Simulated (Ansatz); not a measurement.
A nudged elastic band was laid between two geometries of F3GeH (5 atoms, charge 0, multiplicity 1).

These are results of Ansatz 0.2.0, RKS PBE/def2-SVP, not measurements.

* movable images: 5
* climbing image: yes
* spring: 5.0 eV/Å²
* optimiser: quadratic models (default)
* start path: through a guess of the saddle point
* force threshold: 0.03 eV/Å
* iteration limit: 60
* end points: relaxed

Image 0:

```xyz
5
Properties=species:S:1:pos:R:3
Ge 0.235 0.000 0.256
H 0.179 0.000 1.788
F 1.863 0.000 -0.341
F -0.542 1.390 -0.429
F -0.542 -1.390 -0.429
```

Image 6:

```xyz
5
Properties=species:S:1:pos:R:3
Ge -0.574 0.614 0.745
H 1.100 -0.805 0.253
F 1.628 -0.038 0.570
F -0.550 1.368 -0.854
F -0.411 -1.140 0.129
```

Q: What changes between the two ends?

A: Bonds broken: Ge1–H2. Bonds formed: H2–F3. F3GeH becomes F2Ge + FH.

Q: What energy profile does the band end with?

A: The forces met the threshold. The highest image is number 2 of 0 to 6, 2.04 eV above the first end and 1.64 eV above the last; the last end lies 0.39 eV above the first. Neighbouring images differ by up to 1.4 eV, so the band resolves the path poorly. A vibrational analysis at the climbing image gives one clearly imaginary mode, 1114i cm⁻¹: a first-order saddle point. The orbitals stay closed-shell, which can raise the energy where a bond breaks towards radicals; this wasn't checked here.

| image | path coordinate (Å) | energy (eV) | Ge1–H2 (Å) | H2–F3 (Å) |
| --- | --- | --- | --- | --- |
| 0 | 0.00 | 0.00 | 1.53 | 2.71 |
| 1 | 0.62 | 0.68 | 1.52 | 2.08 |
| 2 | 1.25 | 2.04 | 1.62 | 1.39 |
| 3 | 1.96 | 0.85 | 2.35 | 0.95 |
| 4 | 2.67 | 0.74 | 2.86 | 0.94 |
| 5 | 3.38 | 0.60 | 2.72 | 0.94 |
| 6 | 4.08 | 0.39 | 2.25 | 0.98 |

Q: What is the geometry of the highest image?

A: 
```xyz
5
Properties=species:S:1:pos:R:3
Ge -0.207 0.013 0.347
H 0.967 0.008 1.467
F 1.750 -0.030 0.316
F -0.635 1.370 -0.666
F -0.682 -1.362 -0.619
```

Run time: 85 s on 1 thread of Arm Neoverse V2 (shared host), peak memory 0.13 GiB.
